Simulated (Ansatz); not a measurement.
`[I][Sn]([I])([I])[I]` and `IC(I)(I)I` differ in one element.

Ansatz, PBE0-D4/def2-TZVP geometries, multiplicity 1. 

Elements past krypton have def2 core potentials.

```csv
property,`[I][Sn]([I])([I])[I]`
HOMO–LUMO gap (B3LYP/def2-TZVPP) / eV,3.77
size of the dipole moment (ωB97M-V/def2-TZVPP) / D,0.00
"ideal-gas entropy at 298 K and 1 bar (rigid rotor, harmonic PBE0-D4/def2-TZVP) / J/(mol·K)",447
HOMO–LUMO gap (ωB97M-V/def2-TZVPP) / eV,8.10
LUMO energy (ωB97M-V/def2-TZVPP) / eV,-1.92
LUMO energy (PBE0/def2-TZVPP) / eV,-3.66
```

(1) What does the change do to each property? (Best estimate.)

## Answers

(1) The calculation gave: 
| property | `IC(I)(I)I` | shift |
| --- | --- | --- |
| HOMO–LUMO gap (B3LYP/def2-TZVPP) / eV | 3.50 | -0.27 |
| size of the dipole moment (ωB97M-V/def2-TZVPP) / D | 0.00 | 0.00 |
| ideal-gas entropy at 298 K and 1 bar (rigid rotor, harmonic PBE0-D4/def2-TZVP) / J/(mol·K) | 391 | -56 |
| HOMO–LUMO gap (ωB97M-V/def2-TZVPP) / eV | 8.00 | -0.10 |
| LUMO energy (ωB97M-V/def2-TZVPP) / eV | -1.40 | 0.52 |
| LUMO energy (PBE0/def2-TZVPP) / eV | -3.38 | 0.28 |

With PBE0 the HOMO rises by 0.62 eV and the LUMO rises by 0.28 eV, so the gap narrows by about 0.34 eV. PBE moves the HOMO by 0.59 eV and ωB97M-V by 0.63 eV. Modes under 60 cm⁻¹, often nearly free rotors, make the harmonic entropy too high.

B3LYP here is the variant with VWN-RPA as its local correlation; programs differ in this.

Spin–orbit coupling is left out; it splits and shifts lone-pair levels of the heavy atoms by tenths of an eV.
